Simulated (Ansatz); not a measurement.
CH8BNSi2, relaxed with RKS PBE0-D4/def2-TZVP in the Gaussian-basis code of Ansatz from a PBE-D4/def2-SVP geometry. The force threshold is 0.005 eV/Å; the program also tests the step.

Total charge 0; spin multiplicity 1. The bonds changed during the relaxation, so this is another structure than the one it started from.

Start:

```xyz
13

B    -0.246    0.565    1.254
C    -0.318    0.699   -0.293
N    -1.411    0.983   -0.995
Si    1.204   -0.249   -0.988
Si    0.424   -1.377    0.917
H    -1.178    0.903    1.972
H     0.903    0.833    1.639
H    -1.459    0.901   -2.014
H    -2.273    1.270   -0.516
H     2.445    0.595   -0.905
H     1.005   -0.713   -2.412
H    -0.517   -2.464    0.453
H     1.421   -1.947    1.889
```

```csv
step,energy (eV),largest force (eV/Å),largest move (Å)
1,-19079.0517,0.701,0.000
2,-19079.0957,0.174,0.032
3,-19079.0996,0.111,0.017
4,-19079.1003,0.045,0.012
5,-19079.1005,0.019,0.005
6,-19079.1006,0.008,0.008
7,-19079.1006,0.015,0.005
8,-19079.1006,0.004,0.005
```

End:

```xyz
13

B    -0.235    0.568    1.240
C    -0.317    0.692   -0.291
N    -1.405    0.960   -0.983
Si    1.198   -0.233   -0.976
Si    0.413   -1.366    0.896
H    -1.138    0.914    1.956
H     0.911    0.804    1.600
H    -1.450    0.868   -1.985
H    -2.253    1.238   -0.510
H     2.421    0.602   -0.884
H     1.006   -0.685   -2.385
H    -0.523   -2.435    0.440
H     1.372   -1.926    1.882
```

Run time 44 s (4 threads of an Arm Neoverse V1 on a shared host); peak host memory 0.61 GiB.
